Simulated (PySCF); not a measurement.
C7H12O2.
SMILES with atom numbers: `[CH3:1]/[CH:2]=[C:3](\[CH3:4])[CH2:5][O:6][C:7]([CH3:8])=[O:9]` (hydrogens: H10, H11, H12 on C1; H13 on C2; H14, H15, H16 on C4; H17, H18 on C5; H19, H20, H21 on C8)

Method: PBE0-D3(BJ)/def2-SVP geometry optimisation, gas phase (PySCF).

Q: Give the optimised bond lengths and angles.

A: 
| bond | length (Å) |
| --- | --- |
| C1–C2 | 1.492 |
| C2=C3 | 1.340 |
| C3–C4 | 1.498 |
| C3–C5 | 1.506 |
| C5–O6 | 1.416 |
| O6–C7 | 1.346 |
| C7–C8 | 1.500 |
| C7=O9 | 1.201 |
| C1–H10, C1–H11, C1–H12 | 1.102 |
| C2–H13 | 1.096 |
| C4–H14, C4–H15, C4–H16 | 1.101 |
| C5–H17, C5–H18 | 1.102 |
| C8–H19, C8–H20, C8–H21 | 1.098 |

Bonds in one row agree within 0.01 Å and their mean is given. A selection of angles:
| angle | degrees |
| --- | --- |
| C1–C2–C3 | 127.8 |
| C2–C3–C4 | 125.7 |
| C2–C3–C5 | 121.4 |
| C4–C3–C5 | 112.9 |
| C3–C5–O6 | 113.9 |
| C5–O6–C7 | 117.0 |
| O6–C7–C8 | 110.7 |
| O6–C7–O9 | 123.8 |
| C8–C7–O9 | 125.5 |

Dihedral angles: C1–C2–C3–C4 1° (synperiplanar); C2–C3–C5–O6 8° (synperiplanar); C3–C5–O6–C7 92° (anticlinal); C5–O6–C7–C8 -176° (antiperiplanar). The mirror-image conformer, all signs reversed, is as good.

The 3 C–O bonds span 1.201 Å (C7=O9, drawn double) to 1.416 Å (C5–O6, drawn single), a spread of 0.215 Å. The C–C distances run from 1.340 Å (C2=C3, drawn double) to 1.506 Å (C3–C5, drawn single), a spread of 0.166 Å. O6 (ester single-bonded oxygen) is bent (angle 117.0°). Of the pairs four or more bonds apart, O9···H18 is among the closest relative to their van der Waals radii: 2.31 Å, 85 % of the sum of Bondi's values.

Point group: C1 (no symmetry element, even within 0.4 Å). No PBE0-D3(BJ)/def2-SVP frequencies stand behind this structure, so it isn't proved a minimum. The numbers are those of one conformer.
